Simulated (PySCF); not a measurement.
C4H10O2Zn2. Atoms are numbered in the order given.

```xyz
18

C     -2.6340    -0.3772    -2.5013
Zn    -1.5853    -0.1455    -0.8966
O     -0.5382    -0.0071     0.5766
C     -0.7078     0.8242     1.7276
C      0.4890     0.5768     2.6546
O      1.6897     0.6562     1.9683
Zn     1.5768    -0.0703     0.2751
C      2.0032    -0.7300    -1.5216
H     -3.5590    -0.9336    -2.2859
H     -2.9039     0.5988    -2.9328
H     -2.0520    -0.9395    -3.2478
H     -1.6607     0.5963     2.2410
H     -0.7225     1.8898     1.4238
H      0.4404     1.3271     3.4736
H      0.3377    -0.4187     3.1386
H      3.0363    -0.4893    -1.8178
H      1.3357    -0.2866    -2.2823
H      1.8888    -1.8255    -1.5816
```
Charge 0, spin multiplicity 1.

Geometry optimised at B3LYP-D3(BJ)/def2-SVP. Other conformers were not sampled.

Level of theory: PBE/pcSseg-1 (PySCF).

GIAO shieldings, no solvent; atoms listed in one row are averaged. δ = σ(ref) − σ: ¹³C against TMS (σ = 182.0 ppm); ¹⁷O against H2O (σ = 334.3 ppm); ¹H against TMS (σ = 31.49 ppm), references at their B3LYP-D3(BJ)/def2-TZVP geometries, non-relativistic.

Task: Estimate the chemical shifts. (Estimate from the structure and the level; the computed values follow.)

Result: 
```json
[
 {"nucleus": "¹³C", "atoms": "C5", "count": "1", "δ (ppm)": "76.3"},
 {"nucleus": "¹³C", "atoms": "C4", "count": "1", "δ (ppm)": "75.9"},
 {"nucleus": "¹³C", "atoms": "C1", "count": "1", "δ (ppm)": "-12.6"},
 {"nucleus": "¹³C", "atoms": "C8", "count": "1", "δ (ppm)": "-18.3"},
 {"nucleus": "¹⁷O", "atoms": "O3", "count": "1", "δ (ppm)": "70.7"},
 {"nucleus": "¹⁷O", "atoms": "O6", "count": "1", "δ (ppm)": "51.7"},
 {"nucleus": "¹H", "atoms": "H15", "count": "1", "δ (ppm)": "4.69"},
 {"nucleus": "¹H", "atoms": "H14", "count": "1", "δ (ppm)": "4.44"},
 {"nucleus": "¹H", "atoms": "H12", "count": "1", "δ (ppm)": "4.31"},
 {"nucleus": "¹H", "atoms": "H13", "count": "1", "δ (ppm)": "4.11"},
 {"nucleus": "¹H", "atoms": "H9, H10, H11", "count": "3", "δ (ppm)": "0.41"},
 {"nucleus": "¹H", "atoms": "H16, H17, H18", "count": "3", "δ (ppm)": "-0.25"}
]
```
